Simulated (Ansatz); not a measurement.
Cartesian coordinates in Å:
```
C -0.934 2.303 1.262
C -0.614 0.857 0.903
Ga 0.450 0.585 -0.744
C 0.931 -1.237 -1.354
C 0.430 -2.383 -0.483
H -1.521 2.380 2.182
H -1.505 2.797 0.471
H -0.025 2.893 1.407
H -0.072 0.366 1.721
H -1.536 0.272 0.793
H 0.926 1.837 -1.586
H 0.563 -1.341 -2.382
H 2.023 -1.269 -1.447
H 0.817 -2.314 0.538
H -0.661 -2.386 -0.407
H 0.729 -3.360 -0.875
```

Total charge 0; spin multiplicity 1.

(1) List the CAM-B3LYP/def2-TZVPP orbital energies in eV (the Gaussian-basis code of Ansatz). (Best estimate.)

Results:

(1) Ansatz gave: Occupied: -10138.94, -1250.61, -1107.93, -1107.80, -1107.78, -278.42, -278.37, -278.23, -278.23, -150.91, -104.46, -104.12, -104.08, -24.29, -24.09, -24.08, -24.01, -23.96, -22.49, -22.32, -18.60, -18.42, -13.85, -13.76, -13.58, -13.11, -12.23, -11.69, -11.50, -11.02, -10.99, -8.94, -8.35. Lowest empty: -0.09, 1.52, 2.12, 2.72, 3.08, 3.41, 3.70, 3.92.
